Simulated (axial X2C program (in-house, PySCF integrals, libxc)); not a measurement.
## Spin–orbit effects down a group: molecules with H (ions), PBE0

Computed with an axial X2C code built on PySCF integrals, spin-free (one-electron X2C) or two-component (2c: spin–orbit coupling with atomic mean-field Coulomb and Gaunt terms, which also bring small scalar terms), in Dyall basis sets with cores contracted in-house; open shells are unrestricted.

Basis sets: As dyall-acv3z, Bi dyall-acv3z, H dyall-av3z, P dyall-av3z, Sb dyall-acv3z.

```json
{"molecule": "PH⁻", "spin-free state": "M_S = 1/2, Λ = 1", "Re (Å)": "1.442", "ωe (cm⁻¹)": "2266.5", "De (eV)": "3.28", "2c state": "Ω = 3/2", "Re 2c (Å)": "1.442", "ωe 2c (cm⁻¹)": "2265.5", "De 2c (eV)": "3.29"}
{"molecule": "AsH⁻", "spin-free state": "?", "Re (Å)": "?", "ωe (cm⁻¹)": "?", "De (eV)": "?", "2c state": "?", "Re 2c (Å)": "?", "ωe 2c (cm⁻¹)": "?", "De 2c (eV)": "?"}
{"molecule": "SbH⁻", "spin-free state": "M_S = 1/2, Λ = 1", "Re (Å)": "1.732", "ωe (cm⁻¹)": "1829.7", "De (eV)": "2.73", "2c state": "Ω = 3/2", "Re 2c (Å)": "1.735", "ωe 2c (cm⁻¹)": "1810.0", "De 2c (eV)": "2.75"}
{"molecule": "BiH⁻", "spin-free state": "M_S = 1/2, Λ = 1", "Re (Å)": "1.811", "ωe (cm⁻¹)": "1694.3", "De (eV)": "2.54", "2c state": "Ω = 3/2", "Re 2c (Å)": "1.841", "ωe 2c (cm⁻¹)": "1539.1", "De 2c (eV)": "2.35"}
```

(1) Estimate the 2c Re and ωe of AsH⁻ as the mean of its neighbours in the table.

Fragments in 2c: P- + H, As- + H, Sb- + H, Bi- + H. Each entry is the lowest single determinant of a limited PBE0 search at one distance. De goes to single-determinant-based atoms at the same level (for ions the charge split of lowest energy) and is withheld (n/a) where an atom does not fit its ground term or J level. Main or longest-lived isotopes. Some light 2c atoms are not at their ground J level, so De misses part of their lowering (0.04 eV or less). The functionals have no current term, which raises determinants with orbital currents.

Answers

(1) Re ≈ 1.589 Å, ωe ≈ 2037.8 cm⁻¹. The PBE0 runs give the row below, so the estimate misses by 0.048 Å and -13.7 cm⁻¹.

```tsv
molecule	spin-free state	Re (Å)	ωe (cm⁻¹)	De (eV)	2c state	Re 2c (Å)	ωe 2c (cm⁻¹)	De 2c (eV)
AsH⁻	M_S = 1/2, Λ = 1	1.541	2057.4	3.01	Ω = 3/2	1.541	2051.4	n/a
```
